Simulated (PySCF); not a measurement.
## [OsO3Cl]+ relaxed at several levels

Computed with PySCF 2.14.0, def2-SVP on the ligands, density fitting, scalar-relativistic core potentials, no spin-orbit coupling, vacuum. Each row is relaxed at its own level from the same template. Distances are means of the shortest metal–ligand contacts, charges and spins Mulliken's.

```tsv
level	basis on the metal	point group	M–O (Å)	M–Cl (Å)	charge on M (e)	HOMO–LUMO gap (eV)	strongest infrared band, degenerate modes summed (cm⁻¹)	unstable modes (below −25 cm⁻¹)
TPSS	def2-SVP with ECP60	C3v	1.697	2.200	1.31	3.51	–	not given
```

**Question.** What does the calculation give for B3LYP, def2-SVP with ECP60?

**Answer.** point group: C3v, M–O (Å): 1.683, M–Cl (Å): 2.197, charge on M (e): 1.32, HOMO–LUMO gap (eV): 4.92, strongest infrared band, degenerate modes summed (cm⁻¹): 1026, unstable modes (below −25 cm⁻¹): 0.
```xyz
5

Os    0.0868   -0.0868    0.0868
O     1.0596    0.8820    1.0596
O    -0.8820   -1.0596    1.0596
O     1.0596   -1.0596   -0.8820
Cl   -1.1815    1.1815   -1.1815
```

One start shape was tried for each, so a minimum needn't be the lowest isomer.
